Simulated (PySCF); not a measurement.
**C3H11NSSi: core ionisation energies**

C₃H₁₁NSSi.
Geometry (PBE0-D3(BJ)/def2-SVP, Å), atoms numbered from 1 in this order:
```xyz
17
C3H11NSSi angstrom
C      3.3366    0.0335    0.6299
S      1.7604   -0.0022    1.5414
Si     0.4047   -0.6721    0.0146
N     -1.1247    0.0803    0.2785
C     -2.3769   -0.6281    0.2160
C     -1.2450    1.5133    0.3827
H      3.7183   -0.9794    0.4415
H      4.0556    0.5668    1.2661
H      3.2362    0.5725   -0.3227
H      0.1440   -2.1421    0.0398
H      1.0955   -0.3265   -1.2755
H     -2.2078   -1.7143    0.1832
H     -2.9729   -0.3550   -0.6774
H     -3.0012   -0.4128    1.1040
H     -0.2588    1.9682    0.5599
H     -1.6799    1.9700   -0.5286
H     -1.8915    1.7944    1.2348
```

Computed, not measured: PySCF 2.14.0, delta-SCF UKS SCAN, pcX-2 on the ionised atom, pcseg-1 elsewhere, spin-free X2C. These are vertical core ionisation energies against the vacuum level, from separate self-consistent calculations with and without the core hole.

Question: List the computed XPS lines with their assignment.

Answer: 
```json
{"atom(s)": "C1", "environment": "S-methyl carbon", "level": "C 1s", "binding energy (eV)": "291.19", "2p1/2 (eV)": "–", "above the level's lowest (eV)": "0.00", "count": "1"}
{"atom(s)": "S2", "environment": "sulfur bonded to C and Si", "level": "S 1s", "binding energy (eV)": "2476.29", "2p1/2 (eV)": "–", "above the level's lowest (eV)": "0.00", "count": "1"}
{"atom(s)": "Si3", "environment": "SiH2 silicon", "level": "Si 2p3/2", "binding energy (eV)": "106.84", "2p1/2 (eV)": "107.46", "above the level's lowest (eV)": "0.00", "count": "1"}
{"atom(s)": "Si3", "environment": "SiH2 silicon", "level": "Si 1s", "binding energy (eV)": "1846.75", "2p1/2 (eV)": "–", "above the level's lowest (eV)": "0.00", "count": "1"}
{"atom(s)": "N4", "environment": "silicon-bound nitrogen", "level": "N 1s", "binding energy (eV)": "404.29", "2p1/2 (eV)": "–", "above the level's lowest (eV)": "0.00", "count": "1"}
{"atom(s)": "C5/C6", "environment": "N-methyl carbon", "level": "C 1s", "binding energy (eV)": "291.50", "2p1/2 (eV)": "–", "above the level's lowest (eV)": "+0.31", "count": "2"}
```

The listed C 1s values span 0.31 eV, from C1 (bonded to S and 3 H) to C5/C6 (bonded to N and 3 H).

Question: Give the binding energy of N 1s of N4 in hartree and in kJ/mol.

Answer: 404.29 eV = 14.8574 Eh = 39008 kJ/mol.

One atom of each set of topologically equivalent atoms was ionised and stands for the set; in this conformer not all members are related by symmetry, and their own values weren't computed. Not every level is listed. For 2p shells one spin-free hole was relaxed; a mean-field spin–orbit operator and the ground-state splitting of the three 2p orbitals were then diagonalised within the shell. The shell's mean is (2 × 2p3/2 + 2p1/2)/3, and the degeneracies 2j + 1 give areas of 2:1. 2p1/2 minus 2p3/2 (ligand field included): Si 0.62 eV. Geometry: PBE0-D3(BJ)/def2-SVP, one conformer, isolated molecule.

On an Arm Neoverse V2 with one thread, shared host, this took 64 s of wall time.
